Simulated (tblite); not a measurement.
Species: C₄H₃Cl₂F₃ (charge +1 and doublet state).
Bonds: C1–C2, C2–C3, C3–Cl4, C3–Cl5, C2–C6, C6–F7, C6–F8, C6–F9. Hydrogens: H10, H11 on C1; H12 on C3.

Computed geometry: GFN2-xTB, gas phase. This method treats the open shell by occupation alone, without spin polarisation.

Q: List the bond lengths, angles and torsions at this level.

A: 
```
        bond  length (pm)
       C1–C2        132.6
       C2–C3        151.7
      C3–Cl4        178.4
      C3–Cl5        175.9
       C2–C6        154.1
       C6–F7        131.9
C6–F8, C6–F9        133.4
      C1–H10        107.9
      C1–H11        108.4
      C3–H12        111.5
```

Bonds in one row agree within 1 pm and their mean is given. A selection of angles:
```
     angle  degrees
  C1–C2–C3    126.3
  C1–C2–C6    120.7
  C3–C2–C6    112.9
 C2–C3–Cl4    114.6
Cl4–C3–Cl5    111.7
  C2–C6–F7    111.4
  C2–C6–F8    110.3
  F7–C6–F8    108.4
  F7–C6–F9    108.5
```

Dihedral angles: C1–C2–C3–Cl4 137° (anticlinal); C1–C2–C6–F7 18° (synperiplanar). The mirror-image conformer, all signs reversed, is as good.

C1 (carbon bonded to C and 2 H) is planar (angles 123.8°, 120.5° and 115.7°, sum 360.0°, 0.00 Å off the plane of its three neighbours). Of the pairs four or more bonds apart, F7···H11 is among the closest relative to their van der Waals radii: 2.41 Å, 90 % of the sum of Bondi's values. The C–C distances run from 1.326 Å (C1–C2, drawn single) to 1.541 Å (C2–C6, drawn single), a spread of 0.215 Å. C2 (carbon bonded to 3 C) is planar (angles 126.3°, 120.7° and 112.9°, sum 360.0°, 0.01 Å off the plane of its three neighbours). The C–Cl distances run from 1.759 Å (C3–Cl5, drawn single) to 1.784 Å (C3–Cl4, drawn single), a spread of 0.025 Å.

Point group: C1 (no symmetry element, even within 0.4 Å). Its GFN2-xTB frequencies are all real (lowest 19 cm⁻¹). Torsions: H–C1–C2–C3 4° and -176°, C1–C2–C3–Cl4 137°.
